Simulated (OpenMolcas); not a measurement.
Predicting a hybrid from its neighbours: BGeH3Cl2

BGeH3Cl2: 7 atoms, total charge 0, spin state singlet. SMILES: `Cl[B](Cl)[GeH3]`. Geometry: relaxed at PBE0-D4/def2-TZVP.

The HOMO–LUMO gap y, in eV, basis cc-pVDZ; a is the functional's share of exact exchange. Programs: OpenMolcas 26.06.

```
functional     program     a  y (eV)
    revPBE  OpenMolcas     0    4.17
      TPSS  OpenMolcas     0    4.37
     B3LYP  OpenMolcas   0.2    5.88
      PBE0  OpenMolcas  0.25       ?
     BHLYP  OpenMolcas   0.5    8.46
```

Question: Fit y = c + s·a to the known rows and predict PBE0.

Answer: 
1. Means of the 4 rows: a = 0.1750, y = 5.720.
2. Σ(Δa)² = 0.1675, Σ(Δa·Δy) = 1.402, so the slope is 1.402/0.1675 = 8.3701.
3. Intercept: 5.720 − (8.3701) × 0.1750 = 4.255. The largest residual of the fit is 0.11.
4. PBE0: 4.255 + (8.3701) × 0.25 = 6.35 eV.

The run gave 6.26 eV, so the prediction is off by +0.09 eV, within the largest residual. Exact exchange lowers occupied levels and raises empty ones. The rows mix families of semi-local functionals, which the line can't see.
